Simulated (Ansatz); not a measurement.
Ansatz results at the PBE0-D4/def2-TZVP geometry: LUMO energy (PBE/def2-TZVPP) -0.30 eV; HOMO energy (PBE0/def2-TZVPP) -9.34 eV; LUMO energy (ωB97M-V/def2-TZVPP) 2.03 eV.

Each molecule was computed in one conformer, which needn't be the lowest.

Task: Which molecule gave them?
A. `O[Si](O)(O)O[SiH2]F`
B. `O[SiH](O)O[SiH](O)F`
C. `O[SiH](F)[Si](O)(O)O`
D. `[SiH3]N[SiH](Cl)Cl`

Result: B. The others give `O[SiH](F)[Si](O)(O)O`: -0.96, -7.98, 1.54; `O[Si](O)(O)O[SiH2]F`: -0.64, -9.05, 1.71; `[SiH3]N[SiH](Cl)Cl`: -0.91, -8.15, 1.55.
